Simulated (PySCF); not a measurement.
Run record: excited-state job, `[SiH3]C[C@@]12C=C[C@H]3[C@@H]1[C@H]32`.

Computed with TDDFT CAM-B3LYP/def2-SVPD, vertical, gas phase, core orbitals frozen in the response (PySCF 2.14.0, density-fitted response routines). Geometry: GFN2-xTB. A driver script takes a list of jobs; this job's settings line and coordinates (Å) are shown.

Input:
```
{"job": {"kind": "uv", "xc": "CAM-B3LYP", "basis": "def2-SVPD", "nstates": 8, "ntriplets": 3}, "charge": 0, "multiplicity": 1}
Si     2.511503     0.081078     0.641690
C      1.245094    -0.621921    -0.596194
C     -0.148133    -0.126280    -0.337043
C     -0.533616     1.299875    -0.556631
C     -1.817822     1.388838    -0.223601
C     -2.212469     0.017205     0.200004
C     -1.381800    -0.985844    -0.575149
C     -1.001319    -0.670979     0.796585
H      2.132473    -0.319749     1.997441
H      2.545766     1.540259     0.547836
H      3.831111    -0.463312     0.312146
H      1.249424    -1.712468    -0.540363
H      1.531491    -0.359049    -1.617097
H      0.135687     2.054061    -0.920629
H     -2.476640     2.234791    -0.238634
H     -3.213185    -0.217146     0.530750
H     -1.590509    -1.887557    -1.113108
H     -0.815817    -1.245484     1.680340
```

Task: Estimate the output.

Result: 
```
coarse grid: 15432 points
cycle   1  E = -561.5675948643  dE =  1.679e+00  |g| = 3.300e-01  |ddm| = 9.503e+00
cycle   2  E = -561.5876068189  dE = -2.001e-02  |g| = 2.382e-01  |ddm| = 1.505e+00
cycle   3  E = -561.6022287498  dE = -1.462e-02  |g| = 4.130e-02  |ddm| = 7.152e-01
cycle   4  E = -561.6026540525  dE = -4.253e-04  |g| = 1.913e-02  |ddm| = 1.781e-01
cycle   5  E = -561.6027390990  dE = -8.505e-05  |g| = 4.123e-03  |ddm| = 6.539e-02
cycle   6  E = -561.6027432396  dE = -4.141e-06  |g| = 1.630e-03  |ddm| = 1.608e-02
final grid: 144104 points
cycle   7  E = -561.6978853612  dE = -4.246e-05  |g| = 4.118e-03  |ddm| = 1.933e-01
cycle   8  E = -561.6978852420  dE =  1.191e-07  |g| = 4.388e-03  |ddm| = 2.774e-02
cycle   9  E = -561.6978899570  dE = -4.715e-06  |g| = 4.549e-04  |ddm| = 1.135e-02
cycle  10  E = -561.6978899946  dE = -3.758e-08  |g| = 2.662e-04  |ddm| = 2.227e-03
cycle  11  E = -561.6978900136  dE = -1.903e-08  |g| = 4.993e-05  |ddm| = 9.892e-04
cycle  12  E = -561.6978900143  dE = -6.364e-10  |g| = 1.017e-05  |ddm| = 1.782e-04
converged SCF energy = -561.6978900143

Static polarisability (au): isotropic 96.839, principal 83.530 92.166 114.819

Singlet excitations
state   eV       nm        f      main configurations
  1   5.5479    223.5   0.06278   H->L 0.86, H->L+1 0.10
  2   6.3671    194.7   0.00011   H-1->L 0.82, H-1->L+1 0.11
  3   6.4341    192.7   0.03919   H->L+1 0.63, H->L+3 0.13
  4   6.7861    182.7   0.00027   H->L+3 0.53, H->L+2 0.15, H->L+1 0.13
  5   7.0282    176.4   0.00089   H->L+4 0.47, H->L+3 0.28, H->L+2 0.10
  6   7.0691    175.4   0.00392   H->L+5 0.53, H->L+2 0.24, H-2->L 0.10
  7   7.1963    172.3   0.03074   H-2->L 0.66, H->L+5 0.09
  8   7.3005    169.8   0.01033   H->L+7 0.33, H->L+2 0.20, H->L+4 0.13

Triplet excitations (Tamm-Dancoff, eV): 3.5716 6.1355 6.3627
```

The SCF starts on a coarse grid where the log names one; the energy can jump when the final grid takes over, and dE then counts from the start density on the new grid. H and L stand for HOMO and LUMO; the number after each pair is its weight.

Task: How does the lowest singlet excitation compare with the HOMO–LUMO gap?

Result: HOMO -7.60 eV and LUMO 1.18 eV give a gap of 8.78 eV; S1 at 5.55 eV lies 3.23 eV below it.

Task: Give the mean polarisability as a volume in Å³, and the ratio of the largest to the smallest principal value.

Result: 96.839 au × 0.148185 = 14.35 Å³; 114.819/83.530 = 1.37.

In short: HOMO -7.60 eV, LUMO 1.18 eV; lowest singlet 5.55 eV; lowest triplet 3.57 eV (Tamm–Dancoff); mean polarisability 96.8 au.

On one thread, Arm Neoverse V2 (shared host), this took 52 s of wall time.

One conformer stands for the species.
Labels such as C1 count atoms from 1, the log's own numbers from 0.
